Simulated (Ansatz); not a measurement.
```yaml
crystal:
  periodic: [true, true, true]
  atoms:
    - {symbol: Si, position_ang: [-0.000000, -0.000000, 0.055634]}
    - {symbol: Br, position_ang: [0.000000, 0.000000, 2.286986]}
basis:
  gaussian: {orbitals: def2-mTZVP, fitting: {mean_field: cc-pVTZ-jkfit}}
magnetization: {spin_polarized: true, initial_magnetization: 1}
hamiltonian: {xc: {name: B2GP-PLYP}}
scf: {lower_state_search: light}
```

```sh
$ ansatz run in.yaml --threads 4 --pin off --events-out ev --progress --plain --max-ram 10444MiB
```

How does Ansatz answer? (An estimate is asked.)

The calculation gave: The program refused the input.
```
Error: YAML parse error: error: line 2 column 3: crystal: missing field `lattice` (a structure is typed as `lattice` and `atoms`, a molecule's as `atoms` in Å alone, or read from a run's directory, `checkpoint`)
 --> <input>:2:3
1 | crystal:
2 |   periodic: [true, true, true]
3 |   atoms:
4 |     - {symbol: Si, position_ang: [-0.000000, -0.000000, 0.055634]}
```
